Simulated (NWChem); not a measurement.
System: C$_{2}$H$_{4}$O$_{3}$S; SMILES C=CS(=O)(=O)O

```xyz
10

C     -0.0460    -2.3060    -0.0380
C      0.6389    -1.1821    -0.2824
S     -0.1271     0.4079    -0.0356
O     -1.4808     0.2199     0.4954
O      0.1594     1.2507    -1.2125
O      0.8213     0.9932     1.2010
H     -1.0748    -2.2548     0.3526
H      0.4034    -3.2939    -0.2227
H      1.6646    -1.1231    -0.6781
H      1.2966     1.7580     0.8096
```
Atoms are numbered in this order, from 1.

Level: PBE-D3(BJ)/def2-SVP (NWChem), optimised geometry, unscaled harmonic frequencies. 

Problem. List the harmonic frequencies with IR intensities, and the thermochemistry.

Solution. 
```csv
frequency (cm⁻¹),IR intensity (km/mol)
102,0.7
173,58.9
235,0.3
279,22.9
346,18.6
418,0.5
447,21.7
505,41.0
620,8.0
681,37.8
766,267.3
938,2.8
951,42.6
965,0.7
1066,36.5
1127,171.2
1204,5.9
1331,86.8
1351,104.9
1637,0.1
3083,1.6
3141,0.1
3192,1.3
3647,123.7
```

```yaml
zero_point_energy: 40.3 kcal/mol
thermal correction to the enthalpy at 298.15 K (with zero-point energy): 45.2 kcal/mol
heat capacity Cv: 23.8 cal/(mol K)
entropy at 298.15 K and 1 atm (symmetry number 1): 81.0 cal/(mol K)
dipole_moment: 3.20 D
```

Rigid rotor and harmonic oscillator.
